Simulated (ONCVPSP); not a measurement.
## What the settings do to the ONCV potential of La

Base potential:

ONCVPSP 4.0.1 input, shortened (lines: element, Z, core and valence counts, functional; n l f; lmax; l rc ep ncon nbas qcut; lloc lpopt rc5 dvloc0; l nproj debl; icmod fcfact rcfact), PBEsol, scalar-relativistic:

```
  La 57.00    9    5  -116133      upf
    1    0    2.00
    2    0    2.00
    2    1    6.00
    3    0    2.00
    3    1    6.00
    3    2   10.00
    4    0    2.00
    4    1    6.00
    4    2   10.00
    5    0    2.00
    5    1    6.00
    5    2    1.00
    6    0    1.50
    6    1    0.50
    3
    0    2.50    0.00    4    8    4.30
    1    2.50    0.00    3    7    4.80
    2    4.00    0.00    3    8    3.60
    3    4.25    0.04    4    7    2.70
    4    5    1.60    1.00
    0    2    1.60
    1    2    3.80
    2    2    2.30
    3    1    2.70
    3    2.50    1.65
```

In the f channel the program set the typed energies aside and used -0.182 Ha.

Cutoffs, loose and tight: the cutoffs (Ha) at which the residual kinetic energy of the hardest occupied pseudo-wave falls to 1 and 0.1 mHa per electron. They do not see the model core or the augmentation charge, which bear on the density cutoff. Test errors are all-electron minus pseudo excitation energies from the reference, over the configurations 5s2 5p6 5d1 6s2 6p0; 5s2 5p6 5d1 6s1 6p0; 5s2 5p6 5d1 6s0 6p0; 5s2 5p6 5d2 6s0 6p0. A dash means not determined; rows that change the core or the reference have their own tests.

A true bound ghost makes a file unfit for plane-wave use even where its test errors are small: the radial tests pick states by their node count and pass the ghost by.

| change | outcome | cutoff, loose | cutoff, tight | bound ghosts | GHOST(+) flags above zero | largest test error (meV) |
| --- | --- | --- | --- | --- | --- | --- |
| base | generated, projector energies reset by the program | 6.8 Ha | 8.7 Ha | none | s | -14 |
| d: qcut 2.1 | generated, projector energies reset by the program | 14 Ha | 25 Ha | d | s | -139 |
| d: qcut 2.4 | generated, projector energies reset by the program | 6.8 Ha | 17 Ha | none | s, d | -119 |
| d: qcut 2.8 | generated, projector energies reset by the program | 6.8 Ha | 8.7 Ha | none | s | +53 |
| d: qcut 3.2 | generated, projector energies reset by the program | 6.8 Ha | 8.7 Ha | none | s | +29 |
| d: qcut 3.9 | generated, projector energies reset by the program | 6.8 Ha | 8.7 Ha | none | s, d | -12 |
| d: qcut 4.2 | generated, projector energies reset by the program | 6.8 Ha | 8.7 Ha | none | s, d | -10 |
| d: qcut 4.8 | generated, projector energies reset by the program | 6.8 Ha | 8.7 Ha | none | s | -13 |
| d: qcut 5 | generated, projector energies reset by the program | 6.8 Ha | 8.7 Ha | none | s | -13 |
| d: qcut 5.4 | generated, projector energies reset by the program | 6.8 Ha | 8.7 Ha | none | s | -13 |

Reading the sweep of the qcut of the d channel (base included, trends over the rows without a ghost): The loose cutoff stays near 6.8 Ha. The median size of the test errors (rows with all tests solved) is not monotonic: lowest 1.9 meV at 3.9 1/bohr, highest 43.6 meV at 2.4 1/bohr. Bound ghosts are found at 2.1 1/bohr.
